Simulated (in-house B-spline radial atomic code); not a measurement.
Results of a calculation; reference values are marked as such.
**C6 from the polarisability at imaginary frequency: the caesium ion Cs⁺**

PBE0 linear response of the closed shell [Kr] 4d10 5s2 5p6, from a B-spline radial code for spherical atoms; scalar-relativistic (spin-free one-electron X2C), finite nucleus, no spin-orbit coupling; shells from n = 3 respond.

The dispersion coefficient of two like species is C6 = (3/π) ∫ α(iu)² du from 0 to ∞.

```json
{"u (hartree)": "0", "α(iu) (bohr³)": "16.01"}
{"u (hartree)": "0.0849", "α(iu) (bohr³)": "15.75"}
{"u (hartree)": "0.198", "α(iu) (bohr³)": "14.71"}
{"u (hartree)": "0.339", "α(iu) (bohr³)": "12.78"}
{"u (hartree)": "0.566", "α(iu) (bohr³)": "9.582"}
{"u (hartree)": "0.849", "α(iu) (bohr³)": "6.637"}
{"u (hartree)": "1.27", "α(iu) (bohr³)": "4.141"}
{"u (hartree)": "1.98", "α(iu) (bohr³)": "2.294"}
{"u (hartree)": "2.83", "α(iu) (bohr³)": "1.397"}
{"u (hartree)": "4.24", "α(iu) (bohr³)": "0.781"}
{"u (hartree)": "7.07", "α(iu) (bohr³)": "0.356"}
{"u (hartree)": "14.1", "α(iu) (bohr³)": "0.1147"}
```

(1) Fit one oscillator, α(iu) = α(0)/(1 + u²/ω²), through u = 1.27 and estimate C6.

(2) How does that compare with the full integral?

Results:

(1) From α(0)/α(iu) − 1 = 16.01/4.141 − 1 = 2.8662, ω = u/√2.8662 = 0.7502 hartree (20.4 eV). London's formula gives C6 = (3/4) α(0)² ω = 0.75 × 16.01² × 0.7502 = 144.2 hartree·bohr⁶, and the oscillator holds f = α(0) ω² = 9.01 electrons, of a sum of oscillator strengths of 47.5.

(2) The program's quadrature over all excitations gives C6 = 139.1, so the single oscillator is off by +3.6 %. At the last point the fit gives α = 0.0452 against 0.115: higher excitations, and deeper shells where there are any, keep the true curve higher at large u.
